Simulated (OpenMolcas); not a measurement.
**Cr3+: ligand-field states by method**

Cr3+ with its 6 nearest fluoride ions at 2.014 Å, on the Y site of Cs2NaYF6 (a = 9.075 Å, distance in the model lattice 2.178 Å). The rest of the host is ab initio model potentials to 7.6 Å, with orthogonalisation functions on the cations behind the ligands, and point charges beyond; the distance is set by hand and nothing relaxes. Ligand basis ANO-RCC-VDZP.

| Property | Result |
| --- | --- |
| Program | OpenMolcas |
| Basis | ANO-RCC-VDZP [5s4p2d1f] |
| Scalar Hamiltonian | DKH2, point nucleus |
| Active space | 3 electrons in 5 orbitals (3d) |
| State averaging | 2S+1 = 4 even, 10 roots; 2S+1 = 2 even, 40 roots |
| Spin-orbit coupling | state interaction with AMFI integrals over the reference wave functions |

I. CASSCF
II. SS-CASPT2, IPEA 0.25 Eh, imaginary shift 0.1 Eh (closed shells correlated: 3s 3p and the ligand valence shells)

Spin-free states (labels of O, the rotations of Oh) in cm-1, each column counted from its own energy of the first state listed:

```csv
State,Degeneracy,I,II
4A2,1,0,0
4T2,3,11957,13770
2E,2,19313,15260
4T1,3,19447,20260
2T1,3,20301,16280
2T2,3,26733,21860
2A1,1,28268,25290
2T2,3,31138,28780
2T1,3,32226,29870
4T1,3,32507,31500
2E,2,34439,30800
2T1,3,37741,34640
2T1,3,43607,43960
2T2,3,43620,42550
2A2,1,49159,42990
2T2,3,50279,44730
2E,2,51744,51690
2T1,3,55697,51980
2E,2,74013,66220
2T2,3,76581,69950
```

From I to II, I's first state of the same spin (4T2) moves from 11957 to 13770 cm-1, by about +1800 cm-1.

From I to II, I's first state of another spin (2E) moves from 19313 to 15260 cm-1, by about -4100 cm-1.

I: A least-squares ligand-field fit to the states below 45000 cm-1, each weighted by its degeneracy and with a free common offset, gives 10Dq = 11817 cm-1, B = 1071 cm-1 and C = 3961 cm-1 (C/B = 3.70), with an rms deviation of 68 cm-1. The same method and metal basis give the free ion B = 1151 cm-1 (fit to its terms below 60000 cm-1, rms deviation 60 cm-1), so the nephelauxetic ratio is β = 1071 / 1151 = 0.93; it hangs on how both fits weigh the states, and computed free-ion B values tend to be too large, so β mixes covalency with correlation.

χT at 300 K: I 1.82, II 1.83 cm3 K/mol.

Roots that are degenerate in the reference are averaged as groups; the widest CASPT2 spread within a group is 670 cm-1 (the 3-fold group of multiplicity 2 near 70000 cm-1 above the lowest state of its run, II). Shifts and gaps below about the spread of the groups concerned are not significant. Over all roots computed the reference weight is 0.72 to 0.73 in II; a low but even weight reflects the number of correlated electrons. Ligand-to-metal charge-transfer states are missing. With no ligand orbital active B as a rule stays too high, so bands that hang on it stand too high and its fall with covalency is understated. Without dynamic correlation the repulsion within the d shell is too large (B by tens of per cent), so at a given field states of lower spin stand too high (holds for I). With metal d orbitals alone and no dynamic correlation 10Dq can be off by a tenth to a fifth, either way, in oxide and fluoride hosts (holds for I). These CASPT2 states fit no ligand-field parameters well, so their order and spin gaps are uncertain (holds for II). With one d shell and no ligand orbital active, 10Dq can be off by a tenth or more (holds for II). No measured value stands beside these numbers; the geometry was set by hand and not optimised.
